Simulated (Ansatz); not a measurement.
Reaction (formal loss of a carbene): `C=C(C)[SiH2][AlH2]` → `C=C[SiH2][AlH2]` + `[CH2]` (triplet)

Isolated molecules relaxed with PBE0-D4/def2-TZVP in Ansatz; ΔE leaves out vibrations. CCSD(T)/CBS is the MP2 limit (def2-TZVPP, def2-QZVPP) plus CCSD(T) − MP2 in def2-TZVPP, frozen cores. This one scheme is used for every species. DFT in def2-TZVPP. Triplets are unrestricted, without spin–orbit coupling. Each species was taken in one conformer, which may not be the lowest.

```csv
level,ΔE (kJ/mol)
PBE-D4,454.4
r2SCAN-D4,424.4
B97M-V,447.2
r2SCANh-D4,422.7
ωB97M-V,448.1
B2PLYP,434.4
MP2/def2-TZVPP,449.8
CCSD(T)/def2-TZVPP,434.4
```

Problem. What does CCSD(T)/CBS give? (Best estimate.)

Solution. Ansatz gave: +445.6 kJ/mol. The listed levels differ from it by 8.8, -21.2, 1.6, -22.9, 2.5, -11.2, 4.2, -11.2 kJ/mol.

Largest T1 diagnostic among the species: 0.012.

Leaving LDA and LC-ωPBE aside and taking each functional with its dispersion term where it has one, the values, not all of them listed here, spread over 35.6 kJ/mol, from r2SCAN0-D4 to ωB97X-V. LDA lies +78.6 kJ/mol from PBE without D4. In def2-TZVPP, CCSD(T) changes the Hartree–Fock value by +142.0 kJ/mol (the triples alone add +12.4 kJ/mol) and MP2 by +157.4 kJ/mol. From r2SCAN to r2SCAN0 (25 % exact exchange), in def2-TZVPP and without D4, ΔE moves by −4.4 kJ/mol.

CCSD(T)/CBS has its own doubt, a few kJ/mol and more with outer-core shells, so smaller differences from it don't rank the levels.
